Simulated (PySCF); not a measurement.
Os⁺ (osmium, charge +1): UHF calculation

Configuration: [Xe] 4f14 5d6 6s1, high-spin 6D determinant. Calculation: PySCF 2.14, in def2-SVP with the def2 core potential (60 electrons) (6s3p2d1f, 32 functions); scalar relativity through the core potential.

* Total energy: -89.592324 hartree
* One-electron energy: -150.3339 hartree
* Hartree (Coulomb) energy: 69.3516 hartree
* Exchange energy: -8.6100 hartree
* ⟨S²⟩: 8.7532
* ⟨L²⟩: 6.019
* Sum of ⟨r⟩: 22.65 bohr
* Sum of ⟨r²⟩: 42.44 bohr²
* Traceless quadrupole moment −½Σ⟨3z² − r²⟩ along its main axis: 0.998 e·bohr²
* Time after the integrals: 0.06 s of wall time on 1 thread of Intel(R) Xeon(R) 6975P-C (shared host)

| shell | electrons | mean orbital energy (hartree) | spread (hartree) | rms radius, mean of both spins (bohr) |
| --- | --- | --- | --- | --- |
| 5s α | 1 | -4.37169 | 0 | 1.09 |
| 5s β | 1 | -4.16385 | 0 | 1.09 |
| 5p α | 3 | -2.68139 | 0.05355 | 1.27 |
| 5p β | 3 | -2.39472 | 0.03194 | 1.27 |
| 5d α | 5 | -0.77379 | 0.06302 | 1.88 |
| 5d β | 1 | -0.61875 | 0 | 1.88 |
| 6s α | 1 | -0.59921 | 0 | 3.01 |

Energies and moments cover only the electrons outside the core potential. Spin-orbit coupling, absent here, splits the open shell strongly.
